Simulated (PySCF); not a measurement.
**CaF₂: from structure and modes to constants**

Computed with PBE in PySCF with Ca def2-TZVP, F def2-TZVP; no relativity; density-fitted integrals.

The singlet minimum has C2v symmetry. Masses (u): Ca 39.96259, F 18.99840.

```xyz
3
charge 0 multiplicity 1, angstrom
Ca   -0.3392    0.0000    0.0000
F     0.3568    1.8744    0.0000
F     0.3568   -1.8744    0.0000
```

Harmonic wavenumbers (cm⁻¹): 88.4 (a1, ×1), 515.0 (a1, ×1), 583.9 (b2, ×1).

(1) Find the principal moments of inertia and the rotational constants. What kind of rotor is it?

(2) What is the harmonic zero-point energy?

(3) Find the vibrational entropy and heat capacity at 298.15 K.

(4) Give the standard entropy (298.15 K, 1 bar) by its translational, rotational, vibrational and spin parts, and Cp.

## Answers

(1) About the centre of mass I = 9.4365, 133.5, 142.94 u Å². With B = 16.8576/I this gives 1.786, 0.1263, 0.1179 cm⁻¹. The molecule is an asymmetric top with κ = -0.99.

(2) Half the sum of all 3 wavenumbers, 1187/2 = 594 cm⁻¹, which is 7.1 kJ/mol (1 cm⁻¹ = 0.0119627 kJ/mol).

(3) With u = 1.43878 ω/T, each mode gives S = R[u/(eᵘ−1) − ln(1−e⁻ᵘ)] and C = R u² eᵘ/(eᵘ−1)².
```csv
ω (cm⁻¹),u,S (J/(mol K)),C (J/(mol K))
88.4,0.426,15.46,8.19
515.0,2.485,2.60,5.09
583.9,2.818,2.00,4.46
```
The sums over all modes are S = 20.1 and C = 17.7 J/(mol K); the softest mode gives 77 % of the entropy.

(4) Sackur–Tetrode with M = 77.96 u gives 163.2; rotation with symmetry number 2 gives 93.1; vibration 20.1; spin R ln 1 = 0.0. The total is 276.3 J/(mol K), and Cp = 4 R + 17.7 = 51.0 J/(mol K).

This need not be the most stable arrangement of these atoms.
